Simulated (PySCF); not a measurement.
F3H3Si2.

```xyz
8

F      1.2917     0.7458    -1.0257
Si     0.0000     0.0000    -0.4265
F     -1.2917     0.7458    -1.0257
F      0.0000    -1.4916    -1.0257
Si     0.0000     0.0000     1.8961
H      0.0000     1.4129     2.3730
H      1.2236    -0.7065     2.3730
H     -1.2236    -0.7065     2.3730
```
Charge 0, spin multiplicity 1.

Coordinates come from a PBE0-D3(BJ)/def2-SVP optimisation.

The numbers are results of PBE/pcSseg-1 in PySCF, not measurements. Non-relativistic, no solvent.

Computed absolute GIAO shielding of each atom: isotropic value and principal components (ppm):
```json
[
 {"atom": "F1", "σ(iso)": "269.1", "σ11": "199.5", "σ22": "234.1", "σ33": "373.7", "span": "174.1"},
 {"atom": "Si2", "σ(iso)": "371.6", "σ11": "354.7", "σ22": "354.7", "σ33": "405.5", "span": "50.8"},
 {"atom": "F3", "σ(iso)": "269.1", "σ11": "199.5", "σ22": "234.1", "σ33": "373.7", "span": "174.1"},
 {"atom": "F4", "σ(iso)": "269.1", "σ11": "199.5", "σ22": "234.1", "σ33": "373.7", "span": "174.1"},
 {"atom": "Si5", "σ(iso)": "458.5", "σ11": "450.4", "σ22": "462.6", "σ33": "462.6", "span": "12.2"},
 {"atom": "H6", "σ(iso)": "27.8", "σ11": "24.6", "σ22": "25.7", "σ33": "33.0", "span": "8.3"},
 {"atom": "H7", "σ(iso)": "27.8", "σ11": "24.6", "σ22": "25.7", "σ33": "33.0", "span": "8.3"},
 {"atom": "H8", "σ(iso)": "27.8", "σ11": "24.6", "σ22": "25.7", "σ33": "33.0", "span": "8.3"}
]
```
